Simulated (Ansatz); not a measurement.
CH₄AlNSi, SMILES `[CH]1=N[SiH2][AlH]1`. The species carries charge 0 and has multiplicity 1.

```xyz
8

C     0.893    0.173   -1.037
N    -0.158    0.897   -0.895
Si   -1.091    0.401    0.557
Al    0.817   -1.098    0.510
H     1.548    0.383   -1.895
H    -2.474   -0.001    0.171
H    -1.225    1.546    1.501
H     1.690   -2.303    1.089
```

(1) List the harmonic frequencies (cm⁻¹, unscaled) at PBE0-D4/def2-TZVP in Ansatz. (Estimate.)

(2) Is this a minimum?

(3) Give the ideal-gas thermochemistry at 298.15 K and 1 bar (rigid rotor, harmonic oscillator; point group Cs, symmetry number 1).

(4) Rotational constants (cm⁻¹)?

## Answers

(1) The calculation gave: 74, 337, 380, 403, 486, 518, 656, 672, 685, 779, 882, 951, 1290, 1579, 1874, 2199, 2204, 3011.

(2) Yes, all 18 modes are real.

(3) Zero-point energy 113.5 kJ/mol; H(298) − E = 130.9 kJ/mol; entropy 313.9 J/(mol·K), of which translation 164.3, rotation 107.2, vibration 42.4; G(298) − E = 37.3 kJ/mol. Modes under 100 cm⁻¹ are hindered rotations or soft bends, so the harmonic entropy is rough.

(4) 0.2438, 0.1517, 0.09661.
